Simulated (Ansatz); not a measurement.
`CC([SiH3])(Cl)Cl` + `O[Si]Br` → `[SiH3]O[Si]Br` + `CC(Cl)Cl` at 700 K and 1 bar (ligand exchange at the Si–C bond).

Computed with Ansatz on PBE0-D4/def2-TZVP structures; ΔE is electronic, products minus reactants. CBS: MP2 limit from def2 TZ/QZ plus the TZ coupled-cluster correction, frozen cores. For Br outer-core shells are correlated without core-valence functions, which leaves a few kJ/mol of doubt a bond. Scalar relativity is left out up to krypton. One conformer a species, not always the lowest.

| species | CCSD(T)/CBS energy (Eh) | H − E (kJ/mol) | S (J/(mol·K)) |
| --- | --- | --- | --- |
| `CC([SiH3])(Cl)Cl` | -1288.34619 | 271.1 | 478.2 |
| `O[Si]Br` | -2938.23569 | 79.1 | 346.3 |
| `[SiH3]O[Si]Br` | -3228.55316 | 145.1 | 444.5 |
| `CC(Cl)Cl` | -998.07052 | 206.5 | 385.8 |

H − E and S are ideal-gas, rigid-rotor, harmonic terms from PBE0-D4/def2-TZVP, for one conformer and one mirror image of each species. 1 Eh = 2625.50 kJ/mol, R = 8.31446 J/(mol·K).

Q: By hand: ΔE, ΔH, ΔS and ΔG.

A: ΔE = (-3228.55316) + (-998.07052) − (-1288.34619) − (-2938.23569) = -0.04180 Eh = -109.7 kJ/mol. Δ(H − E) = 145.1 + 206.5 − 271.1 − 79.1 = 1.4, so ΔH = -108.3 kJ/mol. ΔS = 444.5 + 385.8 − 478.2 − 346.3 = 5.8 J/(mol·K). ΔG = -108.3 − 700 × (5.8)/1000 = -112.4 kJ/mol.

Q: By hand: the equilibrium constant, and the temperature at which ΔG would vanish if ΔH and ΔS stayed fixed.

A: log₁₀ K = −ΔG/(RT ln 10) = 8.4. ΔH and −TΔS have one sign here, so there is no such temperature. One of them is within its doubt of zero, so this could turn.

The number of gas molecules stays the same, so ΔS is small and ΔH decides. A doubt of 5 kJ/mol in ΔE shifts log₁₀ K by 0.4 here. Other conformers and mirror images would add mixing entropy, several J/(mol·K) or more a flexible species. These are equilibria of isolated gas molecules and say nothing of rates. Largest T1 diagnostic: 0.012 (customary marks: 0.02 for closed shells, 0.045 for open ones).
